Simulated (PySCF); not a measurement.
C2HF3O2, SMILES O=C(O)C(F)(F)F.

Geometry optimised at PBE-D3(BJ)/def2-SVP. The values are those of a single conformer.

These are PySCF with SMD-PBE0/6-31G* values and carry that method's errors.

Solvation free energies are E(SMD) − E(gas) at the gas-phase geometry, for 1 M in both phases. In vacuum the dipole moment is 2.10 D.

Task: Estimate the solvation free energies in water, tetrahydrofuran, 2-propanol. (The exact figures need the calculation; the answer reports its results.)

Result: 
```
solvent          ΔG(solv) (kcal/mol)  its non-electrostatic (CDS) part  dipole (D)
---------------  -------------------  --------------------------------  ----------
water                           -3.5                               5.5        2.66
tetrahydrofuran                 -3.7                              -0.4        2.36
2-propanol                      -5.1                               2.5        2.59
```
